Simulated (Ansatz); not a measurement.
`[SiH3]C[SiH2]Cl` + CH₃OH → `CO[SiH2]Cl` + `C[SiH3]` at 600 K and 1 bar (ligand exchange at the Si–C bond).

Gas-phase electronic energies from Ansatz, PBE0-D4/def2-TZVP geometries. CCSD(T)/CBS is the MP2 limit (def2-TZVPP, def2-QZVPP) plus CCSD(T) − MP2 in def2-TZVPP, frozen cores. This one scheme is used for every species. Each species was taken in one conformer, which may not be the lowest.

| species | CCSD(T)/CBS energy (Eh) | H − E (kJ/mol) | S (J/(mol·K)) |
| --- | --- | --- | --- |
| `[SiH3]C[SiH2]Cl` | -1080.25737 | 250.3 | 456.2 |
| CH₃OH | -115.61712 | 163.6 | 277.3 |
| `CO[SiH2]Cl` | -865.17164 | 213.2 | 405.0 |
| `C[SiH3]` | -330.73916 | 199.7 | 315.0 |

H − E and S are ideal-gas, rigid-rotor, harmonic terms from PBE0-D4/def2-TZVP, for one conformer and one mirror image of each species. 1 Eh = 2625.50 kJ/mol, R = 8.31446 J/(mol·K).

Q: By hand: ΔE, ΔH, ΔS and ΔG.

A: ΔE = (-865.17164) + (-330.73916) − (-1080.25737) − (-115.61712) = -0.03631 Eh = -95.3 kJ/mol. Δ(H − E) = 213.2 + 199.7 − 250.3 − 163.6 = -1.0, so ΔH = -96.3 kJ/mol. ΔS = 405.0 + 315.0 − 456.2 − 277.3 = -13.5 J/(mol·K). ΔG = -96.3 − 600 × (-13.5)/1000 = -88.2 kJ/mol.

Q: By hand: the equilibrium constant, and the temperature at which ΔG would vanish if ΔH and ΔS stayed fixed.

A: log₁₀ K = −ΔG/(RT ln 10) = 7.7. ΔG = 0 at ΔH/ΔS = 7133 K, far beyond where these terms or the molecules hold.

The number of gas molecules stays the same, so ΔS is small and ΔH decides. A doubt of 5 kJ/mol in ΔE shifts log₁₀ K by 0.4 here. Other conformers and mirror images would add mixing entropy, several J/(mol·K) or more a flexible species. Modes under 60 cm⁻¹, often nearly free rotors, make the harmonic entropy too high. These are equilibria of isolated gas molecules and say nothing of rates. Largest T1 diagnostic: 0.010 (customary marks: 0.02 for closed shells, 0.045 for open ones).
